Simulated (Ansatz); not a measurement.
InCl2(SiH3) (InSiH₃Cl₂). The state is a singlet with charge 0. Geometry PBE0-D4/def2-SVP, basis def2-TZVP, Ansatz.

```tsv
run	HOMO (eV)	LUMO (eV)
A	-7.54	-2.94
B	-10.34	-0.57
C	-7.29	-3.14
D	-8.33	-2.20
E	-7.14	-2.88
F	-10.86	-0.24
```

In the def2 sets In takes a core potential; there is no spin–orbit coupling. LC-ωPBE has ω = 0.4 bohr⁻¹.

Problem. The runs used B97M-V, LC-ωPBE, LDA (SPW92), PBE, PBE0, ωB97M-V. Estimate which is which.

Solution. A B97M-V (0 % exact exchange); B ωB97M-V (range-separated); C LDA (SPW92) (0 % exact exchange); D PBE0 (25 % exact exchange); E PBE (0 % exact exchange); F LC-ωPBE (range-separated). Exact exchange lowers occupied and raises empty levels; among semilocal functionals meta-GGAs tend to open the gap a little, and such runs are hard to tell apart. The gap grows from 4.15 eV (LDA (SPW92)) to 10.62 eV (LC-ωPBE).
